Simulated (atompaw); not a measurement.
**u(r) = r·R(r): atom against pseudo-atom (molybdenum)**

Columns: radius, all-electron u(r) and pseudo u(r) of the 4d shell (level -7.16 eV) of molybdenum in the configuration [Kr] 4d5 5s0.5 5p0; LDA (PW92), scalar-relativistic, PAW (atompaw) scheme, atompaw 4.2.0.5.

```tsv
r (bohr)	all-electron	pseudo
0.115	-0.1602	0.0010
0.231	-0.3389	0.0078
0.346	-0.2968	0.0253
0.462	-0.1199	0.0574
0.577	0.0928	0.1048
0.692	0.2909	0.1672
0.808	0.4543	0.2423
0.923	0.5753	0.3243
1.038	0.6586	0.4082
1.154	0.7106	0.4885
1.269	0.7373	0.5583
1.385	0.7453	0.6143
1.500	0.7397	0.6528
1.615	0.7244	0.6732
1.731	0.7023	0.6769
1.846	0.6761	0.6661
1.962	0.6470	0.6446
2.077	0.6167	0.6168
2.192	0.5859	0.5861
2.308	0.5548	0.5548
2.423	0.5244	0.5244
2.538	0.4948	0.4948
2.654	0.4660	0.4660
2.769	0.4385	0.4385
2.885	0.4119	0.4119
3.000	0.3868	0.3868
```

**Question.** How many radial nodes do the two functions have?

**Answer.** The all-electron 4d function has n − l − 1 = 1; the pseudo-wave has 0, since the states of the same l below it are removed with the core.

**Question.** At about which radius was the pseudo-wave matched?

**Answer.** 2.35 bohr. The columns agree to 0.0005 from 2.08 bohr on; several derivatives are matched, so the curves merge somewhat inside the radius.

**Question.** Is the pseudo-wave norm-conserving?

**Answer.** No, it belongs to a PAW set: the norm inside the radius is not constrained, and the difference is carried by the augmentation charge.
